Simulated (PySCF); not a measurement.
PySCF input for C3H5BF2, SMILES C=C(F)B(C)F, TDDFT-PBE/def2-SVPD. Coordinates come from a PBE0-D3(BJ)/def2-SVP optimisation. This is a generated structure with no PubChem entry under its InChIKey; it may be hypothetical. Other conformers were not sampled.

```python
import numpy as np
from pyscf import gto, scf, dft, tdscf

mol = gto.M(
    atom='''
    C     1.91313498    0.44731953    0.11288363
    C     0.69399304    0.21953125   -0.38462087
    F     0.47885439    0.36436506   -1.70419127
    B    -0.55504513   -0.21789665    0.45773733
    C    -1.96869365   -0.43811388   -0.15740925
    F    -0.35591063   -0.36501661    1.76752662
    H     2.74838055    0.74922817   -0.52454909
    H     2.07895067    0.32863117    1.18465131
    H    -2.60102606   -1.09959651    0.45163891
    H    -2.46999822    0.54692075   -0.20209074
    H    -1.91818140   -0.80225771   -1.19347638
    ''',
    basis='def2-SVPD',
    charge=0,
    spin=0,
    max_memory=1600,
    verbose=4,
)
mf = dft.RKS(mol, xc='pbe').density_fit(auxbasis='def2-universal-jkfit')
mf.grids.level = 3
mf.conv_tol = 1e-9
mf.max_cycle = 100
mf.kernel()
mf.grids = dft.Grids(mol).set(level=1).build(with_non0tab=True)  # coarser grid for the response kernel
td = tdscf.TDDFT(mf)
td.singlet = True
td.nstates = 10
td.conv_tol = 1e-4
td.positive_eig_threshold = 1e-6
td.kernel(x0=td.get_init_guess(mf, 15))
td.analyze()
tt = tdscf.TDA(mf)
tt.singlet = False
tt.nstates = 4
tt.conv_tol = 1e-4
tt.positive_eig_threshold = 1e-6
tt.kernel(x0=tt.get_init_guess(mf, 9))
tt.analyze(verbose=3)
```

Log of the run:

```
PySCF version 2.14.0

[INPUT] verbose = 4
[INPUT] num. atoms = 11
[INPUT] num. electrons = 46
[INPUT] charge = 0
[INPUT] spin (= nelec alpha-beta = 2S) = 0
[INPUT] symmetry False subgroup None
[INPUT] Mole.unit = angstrom
[INPUT] Symbol           X                Y                Z      unit          X                Y                Z       unit  Magmom
[INPUT]  1 C      1.913134980000   0.447319530000   0.112883630000 AA    3.615301151525   0.845311401869   0.213319144647 Bohr   0.0
[INPUT]  2 C      0.693993040000   0.219531250000  -0.384620870000 AA    1.311456777954   0.414853938283  -0.726828106092 Bohr   0.0
[INPUT]  3 F      0.478854390000   0.364365060000  -1.704191270000 AA    0.904903650646   0.688550172761  -3.220454764175 Bohr   0.0
[INPUT]  4 B     -0.555045130000  -0.217896650000   0.457737330000 AA   -1.048883282474  -0.411764991960   0.864998190690 Bohr   0.0
[INPUT]  5 C     -1.968693650000  -0.438113880000  -0.157409250000 AA   -3.720291821670  -0.827915244571  -0.297460371973 Bohr   0.0
[INPUT]  6 F     -0.355910630000  -0.365016610000   1.767526620000 AA   -0.672573615521  -0.689781423817   3.340141229678 Bohr   0.0
[INPUT]  7 H      2.748380550000   0.749228170000  -0.524549090000 AA    5.193686525581   1.415836046109  -0.991254118990 Bohr   0.0
[INPUT]  8 H      2.078950670000   0.328631170000   1.184651310000 AA    3.928647392781   0.621022907295   2.238666529007 Bohr   0.0
[INPUT]  9 H     -2.601026060000  -1.099596510000   0.451638910000 AA   -4.915226896257  -2.077936251428   0.853473847097 Bohr   0.0
[INPUT] 10 H     -2.469998220000   0.546920750000  -0.202090740000 AA   -4.667620163963   1.033530429342  -0.381896150911 Bohr   0.0
[INPUT] 11 H     -1.918181400000  -0.802257710000  -1.193476380000 AA   -3.624837503235  -1.516047353221  -2.255343494337 Bohr   0.0

nuclear repulsion = 213.992530939608
number of shells = 70
number of NR pGTOs = 236
number of NR cGTOs = 166
basis = def2-SVPD
ecp = {}


[settings echo left out]
init E= -341.636467366407
  HOMO = -0.307914137805564  LUMO = -0.142123574166181  gap/eV = 4.51139
cycle= 1 E= -341.195977716233  delta_E= 0.44  |g|= 0.649  |ddm|= 5.09
  HOMO = -0.19373160903694  LUMO = -0.0572853647569045  gap/eV = 3.71289
cycle= 2 E= -341.042370153641  delta_E= 0.154  |g|= 1.12  |ddm|= 1.76
  HOMO = -0.237674607242528  LUMO = -0.0841784684889757  gap/eV = 4.17684
cycle= 3 E= -341.277645509688  delta_E= -0.235  |g|= 0.185  |ddm|= 1.02
  HOMO = -0.250334773866838  LUMO = -0.0956991983341733  gap/eV = 4.20785
cycle= 4 E= -341.285092535227  delta_E= -0.00745  |g|= 0.0538  |ddm|= 0.239
  HOMO = -0.250725659522726  LUMO = -0.0960223985484014  gap/eV = 4.20969
cycle= 5 E= -341.28550941767  delta_E= -0.000417  |g|= 0.0355  |ddm|= 0.0986
  HOMO = -0.249330959773218  LUMO = -0.0950649986025454  gap/eV = 4.19779
cycle= 6 E= -341.285823684817  delta_E= -0.000314  |g|= 0.0058  |ddm|= 0.0423
  HOMO = -0.248966664613273  LUMO = -0.0946867986646782  gap/eV = 4.19817
cycle= 7 E= -341.28583196727  delta_E= -8.28e-06  |g|= 0.00211  |ddm|= 0.01
  HOMO = -0.249147998585973  LUMO = -0.0948451869948612  gap/eV = 4.19879
cycle= 8 E= -341.285832967096  delta_E= -1e-06  |g|= 0.000576  |ddm|= 0.00265
  HOMO = -0.249163830963718  LUMO = -0.0948559374674782  gap/eV = 4.19893
cycle= 9 E= -341.285833019479  delta_E= -5.24e-08  |g|= 0.000183  |ddm|= 0.000616
  HOMO = -0.24915245955499  LUMO = -0.0948537069838866  gap/eV = 4.19868
cycle= 10 E= -341.285833025669  delta_E= -6.19e-09  |g|= 4.8e-05  |ddm|= 0.000229
  HOMO = -0.249159855554732  LUMO = -0.0948545263709581  gap/eV = 4.19886
cycle= 11 E= -341.285833026053  delta_E= -3.83e-10  |g|= 3.44e-05  |ddm|= 0.000113
  HOMO = -0.249157133750389  LUMO = -0.0948544154987432  gap/eV = 4.19879
cycle= 12 E= -341.285833026329  delta_E= -2.76e-10  |g|= 1.89e-06  |ddm|= 4.57e-05
  HOMO = -0.249157071404204  LUMO = -0.0948541766260269  gap/eV = 4.19880
Extra cycle  E= -341.285833026328  delta_E= 3.41e-13  |g|= 2.91e-06  |ddm|= 6.67e-06
converged SCF energy = -341.285833026328
tot grids = 43680
Overwritten attributes  positive_eig_threshold  of <class 'pyscf.tdscf.rks.CasidaTDDFT'>


******** <class 'pyscf.tdscf.rks.CasidaTDDFT'> for <class 'pyscf.df.df_jk.DFRKS'> ********
nstates = 10 singlet
deg_eia_thresh = 1.000e-03
wfnsym = None
conv_tol = 0.0001
eigh lindep = 1e-12
eigh level_shift = 0
eigh max_cycle = 100


Excitation energies (eV)
[5.13022919 5.38613848 6.63952506 6.7400743  6.97463127 7.44248213
 7.51316384 7.52818176 7.81291308 7.82875779]

** Singlet excitation energies and oscillator strengths **
Excited State   1:      5.13023 eV    241.67 nm  f=0.0004
      22 -> 24       -0.70598
Excited State   2:      5.38614 eV    230.19 nm  f=0.2116
      23 -> 24       -0.68595
      23 -> 26        0.14405
Excited State   3:      6.63953 eV    186.74 nm  f=0.0099
      21 -> 24       -0.10708
      23 -> 25        0.69764
Excited State   4:      6.74007 eV    183.95 nm  f=0.0043
      21 -> 24       -0.69090
      23 -> 25       -0.10642
Excited State   5:      6.97463 eV    177.76 nm  f=0.0007
      20 -> 24       -0.70310
Excited State   6:      7.44248 eV    166.59 nm  f=0.0021
      19 -> 24        0.23435
      22 -> 25        0.66465
Excited State   7:      7.51316 eV    165.02 nm  f=0.0877
      19 -> 24        0.65249
      22 -> 25       -0.23163
Excited State   8:      7.52818 eV    164.69 nm  f=0.0201
      23 -> 26       -0.24333
      23 -> 27       -0.65858
Excited State   9:      7.81291 eV    158.69 nm  f=0.0019
      18 -> 24       -0.60495
      23 -> 28       -0.33897
Excited State  10:      7.82876 eV    158.37 nm  f=0.0008
      18 -> 24       -0.34131
      23 -> 28        0.60165

** Transition electric dipole moments (AU) **
state          X           Y           Z        Dip. S.      Osc.
  1        -0.0164      0.0550      0.0036      0.0033      0.0004
  2        -1.2309     -0.2921     -0.0555      1.6036      0.2116
  3        -0.1095      0.2203      0.0198      0.0609      0.0099
  4         0.0793     -0.1396     -0.0171      0.0261      0.0043
  5         0.0103     -0.0167      0.0609      0.0041      0.0007
  6         0.1053      0.0210      0.0029      0.0115      0.0021
  7        -0.6481     -0.0689     -0.2277      0.4767      0.0877
  8         0.1260     -0.3033     -0.0309      0.1088      0.0201
  9        -0.0125     -0.0989     -0.0136      0.0101      0.0019
 10         0.0128      0.0536      0.0360      0.0043      0.0008

** Transition velocity dipole moments (imaginary part, AU) **
state          X           Y           Z        Dip. S.      Osc.
  1        -0.0027      0.0082      0.0005      0.0001      0.0003
  2        -0.2421     -0.0582     -0.0110      0.0621      0.2092
  3        -0.0301      0.0687      0.0072      0.0057      0.0155
  4         0.0206     -0.0395     -0.0049      0.0020      0.0054
  5         0.0027     -0.0038      0.0154      0.0003      0.0007
  6         0.0306      0.0053      0.0036      0.0010      0.0024
  7        -0.1771     -0.0206     -0.0632      0.0358      0.0864
  8         0.0390     -0.1001     -0.0114      0.0117      0.0281
  9        -0.0034     -0.0279     -0.0036      0.0008      0.0019
 10         0.0045      0.0105      0.0095      0.0002      0.0005

** Transition magnetic dipole moments (imaginary part, AU) **
state          X           Y           Z
  1        -0.0751     -0.0841      0.3121
  2         0.0085     -0.0275      0.0320
  3         0.1547      0.1165     -0.5853
  4         0.2067      0.1393     -0.6543
  5         0.1714      0.0060     -0.1186
  6         0.0945     -0.2825     -0.1618
  7        -0.0155      0.2546      0.0379
  8         0.0872     -0.0664      0.3161
  9        -0.7483     -0.1958     -0.1715
 10         0.1810      0.1094     -0.2653
Overwritten attributes  positive_eig_threshold  of <class 'pyscf.tdscf.rks.TDA'>


******** <class 'pyscf.tdscf.rks.TDA'> for <class 'pyscf.df.df_jk.DFRKS'> ********
nstates = 4 triplet
deg_eia_thresh = 1.000e-03
wfnsym = None
conv_tol = 0.0001
eigh lindep = 1e-12
eigh level_shift = 0
eigh max_cycle = 100


Excitation energies (eV)
[3.50626349 4.70786769 6.33579363 6.5618351 ]

** Triplet excitation energies and oscillator strengths **
Excited State   1:      3.50626 eV    353.61 nm  f=0.0000
Excited State   2:      4.70787 eV    263.36 nm  f=0.0000
Excited State   3:      6.33579 eV    195.69 nm  f=0.0000
Excited State   4:      6.56184 eV    188.95 nm  f=0.0000
```

Self-consistency was reached.

Cost: around 60 core-seconds (rough).
